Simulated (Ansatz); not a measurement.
```xyz
11

B     0.023    1.803    1.025
C     0.664    1.535   -0.301
Zn    0.050   -0.371   -0.311
C    -0.468   -2.233   -0.469
H     0.612    1.580    2.050
H    -1.127    2.146    1.096
H     0.216    1.926   -1.218
H     1.749    1.428   -0.378
H    -1.543   -2.320   -0.647
H    -0.230   -2.775    0.450
H     0.055   -2.718   -1.296
```

Total charge 0; spin multiplicity 1.

**Question.** List the ωB97M-V/def2-TZVPP orbital energies in eV (the Gaussian-basis code of Ansatz). (Estimate.)

**Answer.** Computed: Occupied: -9465.47, -1156.72, -1017.16, -1017.16, -1017.07, -280.87, -280.76, -186.94, -136.55, -91.92, -91.92, -91.75, -22.00, -21.57, -17.37, -17.27, -17.19, -17.19, -17.09, -15.69, -14.17, -13.32, -13.29, -12.03, -11.52, -10.92, -9.63. Lowest empty: 0.53, 1.17, 1.28, 2.41, 2.58, 3.65, 3.99, 4.15.
